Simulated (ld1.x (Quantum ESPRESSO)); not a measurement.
Kr, PAW: configuration errors across variants

| Property | Result |
| --- | --- |
| Element | Kr |
| Generator | ld1.x (Quantum ESPRESSO) 7.5 |
| Type | PAW |
| Functional | PBE |
| Relativity | fully relativistic |
| Frozen core | [Ar] |
| Valence charge | 18 |
| Reference configuration | 3d10 4s2 4p5 (charge +1) |
| Partial waves | 4s (bound): rcut 1.35, rcutus 1.60 bohr; 4s channel at -2.05 Ry: rcut 1.35, rcutus 1.60 bohr; 4p (bound): rcut 1.70, rcutus 1.80 bohr; 4p channel at 1.4 Ry: rcut 1.70, rcutus 1.80 bohr; 3d (bound): rcut 0.40, rcutus 0.50 bohr; 3d channel at -3.1 Ry: rcut 0.40, rcutus 0.50 bohr |
| Local potential | all-electron potential smoothed inside 0.85 bohr (lloc = -1) |
| Core correction | a·sin(br)/r model core, default radius (ld1.x builds one for every PAW set, though the input has nlcc=.false.) |
| Augmentation charge | PSQ, inside the norm-conserving radii |

Open shells are filled in proportion to 2j + 1 (rel_dist='average').

All-electron excitation energies from the reference (eV): (1) 3d10 4s2 4p6 -14.296; (2) 3d10 4s2 4p4 25.183; (3) 3d10 4s2 4p3 62.267; (4) 3d10 4s1 4p6 14.495; (5) 3d10 4s2 4p5.5 -8.437; (6) 3d9 4s2 4p6 79.552; (7) 3d10 4s2 4p2 112.087.

The default core radius of the base comes out at 0.24 bohr.

4 further variants failed, have other tests or another functional or relativity, and are left out.

Errors AE − PS in meV (a dash: test not solved or not reliable):

| change | (1) | (2) | (3) | (4) | (5) | (6) | (7) | bound ghosts |
| --- | --- | --- | --- | --- | --- | --- | --- | --- |
| base | +1.8 | +0.5 | +1.9 | +1.1 | +0.7 | +140 | -1.1 | not determined |
| waves 4p (bound): rcut 1.70, rcutus 2.00 bohr; 4p channel at 1.4 Ry: rcut 1.70, rcutus 2.00 bohr | – | – | – | – | – | – | – | not determined |
| local potential all-electron potential smoothed inside 0.96 bohr (lloc = -1) | +1.0 | +0.4 | +1.0 | +0.8 | +0.4 | -199 | -2.4 | not determined |
| core correction a·sin(br)/r model core inside 0.26 bohr | +2.0 | +0.8 | +3.9 | +0.6 | +0.8 | +187 | +5.6 | not determined |

Give the same row for: waves 3d (bound): rcut 0.40, rcutus 0.44 bohr; 3d channel at -3.1 Ry: rcut 0.40, rcutus 0.44 bohr.

+1.8, +1.1, +3.5, +1.1, +0.6, +171, +1.4; bound ghosts: not determined.
